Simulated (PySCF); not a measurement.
**Titanium: a sound run and one with changed settings**

Sound run: Ti [Ar] 3d2 4s2, Ti⁺ [Ar] 3d2 4s1. Computed with PySCF 2.14 in cc-pVDZ-DK, with scalar relativity by spin-free X2C-1e. In the sound run the correlated levels freeze [Ar]. The sound run starts from symmetry-adapted Hartree-Fock orbitals and uses a fine grid where one is needed.

Changed run: basis STO-3G, all-electron and non-relativistic. This setting is unsound on purpose.

| species | method | sound run (hartree) | changed run (hartree) | converged |
| --- | --- | --- | --- | --- |
| Ti | UHF | -852.74464 | -839.56346 | yes |
| Ti | MN15 | -854.06525 | -838.96893 | yes |
| Ti | M06-2X | -853.72123 | -840.44516 | yes |
| Ti | MP2 | -852.77964 | -839.59115 | yes |
| Ti⁺ | UHF | -852.54015 | -839.44286 | yes |
| Ti⁺ | MN15 | -853.80925 | -838.78164 | yes |
| Ti⁺ | M06-2X | -853.45727 | -840.23916 | yes |
| Ti⁺ | MP2 | -852.54828 | -839.44286 | yes |

Ionisation energy of Ti:

| method | sound run (eV) | changed run (eV) |
| --- | --- | --- |
| UHF | 5.564 | 3.282 |
| MN15 | 6.966 | 5.096 |
| M06-2X | 7.183 | 5.605 |
| MP2 | 6.296 | 4.035 |
| SCS-MP2 | 6.445 | 4.186 |

A minimal basis cannot let orbitals breathe on ionisation and holds almost no correlation. The Hamiltonian changed with the basis, so the totals do not compare.

For comparison, NIST gives 6.828 eV between the lowest levels.
